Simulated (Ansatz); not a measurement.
Compare A (`C1=NC[SiH2]N1`) with its isomer B (`N[SiH]1C=CN1`).

Calculated with Ansatz (gas phase, PBE0-D4/def2-TZVP geometries, no zero-point term in ΔE). CCSD(T)/CBS adds triple-zeta CCSD(T) − MP2 to the extrapolated MP2 energy (def2 sets, frozen cores). DFT in def2-TZVPP. B3LYP here is the variant with VWN-RPA as its local correlation; programs differ in this. One conformer a species, not always the lowest.

(1) Which is lower in electronic energy at CCSD(T)/CBS, and by how much? (Best estimate.)

(2) Give E(B) − E(A) in kcal/mol with CCSD/def2-TZVPP, PBE0-D4, CCSD(T)/def2-SVP, B3LYP, PBE-D4, B2PLYP, LDA (SPW92). (An estimate is asked.)

(3) Does the order hold for the free energy at 298.15 K (harmonic terms from PBE0-D4)? (An estimate is asked.)

Largest T1 diagnostic: 0.014.

## Answers

(1) The calculation gave: B, by 6.4 kcal/mol.

(2) The calculation gave: CCSD/def2-TZVPP -5.0, PBE0-D4 -3.9, CCSD(T)/def2-SVP 3.3, B3LYP -4.0, PBE-D4 -2.6, B2PLYP -4.8, LDA (SPW92) -2.8. The order is the other way round with CCSD(T)/def2-SVP.

(3) Computed: Yes: G(B) − G(A) = -6.2 kcal/mol, for one conformer each.

From r2SCAN to r2SCAN0 (25 % exact exchange), in def2-TZVPP and without D4, E(B) − E(A) moves by −1.0 kcal/mol. At CCSD(T), def2-SVP lies +9.7 kcal/mol from the extrapolated value and def2-TZVPP +1.6 kcal/mol.
